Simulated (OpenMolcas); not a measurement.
Ag5+: moving or changing the point charges

Ag5+ among 4 point charges of -1 e arranged as a tetrahedron (Td), 1.95 Å from the ion.

```
Program             : OpenMolcas 26.06
Method              : SS-CASPT2, IPEA 0.25 Eh, imaginary shift 0.1 Eh (closed shells correlated: 4s 4p)
Basis               : ANO-RCC-VDZP [6s5p3d1f]
Scalar Hamiltonian  : DKH2, point nucleus
Active space        : 6 electrons in 5 orbitals (4d)
State averaging     : 2S+1 = 5 even, 5 roots; 2S+1 = 3 even, 45 roots; 2S+1 = 1 even, 50 roots
Spin-orbit coupling : state interaction with AMFI integrals over the reference wave functions
```

Runs around this geometry, states (labels of Td). Energies in cm-1 above the lowest state or level, χT in cm3 K/mol.

```csv
R (Å),q (e),Ground state,First state of that spin,First gap with spin-orbit (degeneracies),χT at 300 K,First state of another spin
1.95,-0.65,5E,5T2 800,"66 (1, 3)",5.465,3T1 22060
1.86,-1,5E,5T2 1420,"110 (1, 3)",5.269,3T1 21930
1.95,-1,5E,5T2 1140,"88 (1, 3)",5.366,3T1 22000
2.05,-1,5E,5T2 890,"72 (1, 3)",5.440,3T1 22040
```

Taking the first state of the same spin as R^-n, n = -ln(890 / 1420) / ln(2.05 / 1.86) = 4.8 between the shortest and longest distance.

Scaling the charges by -0.65 / -1 = 0.65 scales the first state of the same spin by 800 / 1140 = 0.70; with fixed orbitals a first-order splitting would follow the charge.

Roots that are degenerate in the reference are averaged as groups; the widest CASPT2 spread within a group is 220 cm-1 (the 3-fold group of multiplicity 3 near 55600 cm-1 above the lowest state of its run, R = 1.95, q = -0.65). Shifts and gaps below about the spread of the groups concerned are not significant. An orbital doublet at a regular site is open to a Jahn-Teller distortion, which this geometry leaves out. Point charges give a weaker field than real ligands, and real ions of this kind are as a rule low spin; the high spin found here belongs to the model. The ground term spreads over less than 5000 cm-1, several times less than with real ligands, so orbital moments are less quenched and χT lies further from the spin-only value than at real sites. Free-ion shares, where given, are those of the reference states; single-state CASPT2 does not remix them. Spin-orbit coupling mixes the spin-free states strongly: the lowest level takes only 64 % from its leading state, 5E (figures for R = 1.95, q = -0.65; the like holds for R = 1.86, q = -1, R = 1.95, q = -1, R = 2.05, q = -1). Point charges carry no covalency, so the field is a model and not that of real ligands. No measured value stands beside these numbers.
